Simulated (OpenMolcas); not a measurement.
V4+: moving or changing the point charges

V4+ among 2 point charges of -1.5 e arranged as a linear pair (D∞h), 2.04 Å from the ion.

- Program: OpenMolcas
- Method: SS-CASPT2, IPEA 0.25 Eh, imaginary shift 0.1 Eh (closed shells correlated: 3s 3p)
- Basis: ANO-RCC-VDZP [5s4p2d1f]
- Scalar Hamiltonian: DKH2, point nucleus
- Active space: 1 electron in 5 orbitals (3d)
- State averaging: 2S+1 = 2 even, 5 roots
- Spin-orbit coupling: state interaction with AMFI integrals over the reference wave functions

Runs around this geometry, states (labels by Λ). Energies in cm-1 above the lowest state or level, χT in cm3 K/mol.

```tsv
R (Å)	q (e)	Ground state	First state of that spin	First gap with spin-orbit (degeneracies)	χT at 300 K
2.04	-1.2	2Δ	2Π 4660	480 (2, 2)	0.399
1.91	-1.5	2Δ	2Π 6970	470 (2, 2)	0.400
2.04	-1.5	2Δ	2Π 5830	480 (2, 2)	0.399
2.25	-1.5	2Δ	2Π 4460	480 (2, 2)	0.398
```

Taking the first state of the same spin as R^-n, n = -ln(4460 / 6970) / ln(2.25 / 1.91) = 2.7 between the shortest and longest distance.

Scaling the charges by -1.2 / -1.5 = 0.80 scales the first state of the same spin by 4660 / 5830 = 0.80; with fixed orbitals a first-order splitting would follow the charge.

Free-ion shares, where given, are those of the reference states; single-state CASPT2 does not remix them. Point charges carry no covalency, so the field is a model and not that of real ligands. No measured value stands beside these numbers.
